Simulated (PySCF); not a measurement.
# 29Si chemical shifts

Level of theory: structure optimised with GFN2-xTB, σ from GIAO-PBE0/pcSseg-1, in PySCF 2.14 (averaged over atoms made equivalent by symmetry, fast rotation or ring inversion, one computed conformer, in vacuum, non-relativistic Hamiltonian).

Shieldings were converted by a linear fit to measured shifts: 29Si (scatter 8.9 ppm rms, 25.8 ppm with the 6 outliers that the fit left out vs TMS, solution or neat liquid). A few per cent of atoms miss by over 2 rms, more outside the fitted compound classes.

Q: Give the 29Si shifts of `C#C[P@@]1(=O)C[C@H]1[SiH3]`, `Cl[Si@@H]1O[SiH2]C[C@@H]1C(Cl)(Cl)Cl`, `C#CC#CC[SiH2][Si@@H](P)OC`, `C[Si@H](P)C#CC=O`.

A: 
```csv
compound,environment,δ (ppm)
C#C[P@@]1(=O)C[C@H]1[SiH3],"silicon bonded to C, 3 H",-63.0
[Cl:1][Si@@H:2]1[O:3][SiH2:4][CH2:5][C@@H:6]1[C:7]([Cl:8])([Cl:9])[Cl:10],"Si4: silicon bonded to C, O, 2 H, in a 5-membered ring",-9.5
[Cl:1][Si@@H:2]1[O:3][SiH2:4][CH2:5][C@@H:6]1[C:7]([Cl:8])([Cl:9])[Cl:10],"Si2: silicon bonded to C, Cl, O, H, in a 5-membered ring",-10.0
[CH:1]#[C:2][C:3]#[C:4][CH2:5][SiH2:6][Si@@H:7]([PH2:8])[O:9][CH3:10],"Si7: silicon bonded to O, P, Si, H",-3.3
[CH:1]#[C:2][C:3]#[C:4][CH2:5][SiH2:6][Si@@H:7]([PH2:8])[O:9][CH3:10],"Si6: silicon bonded to C, Si, 2 H",-66.2
C[Si@H](P)C#CC=O,"silicon bonded to 2 C, P, H",-42.4
```
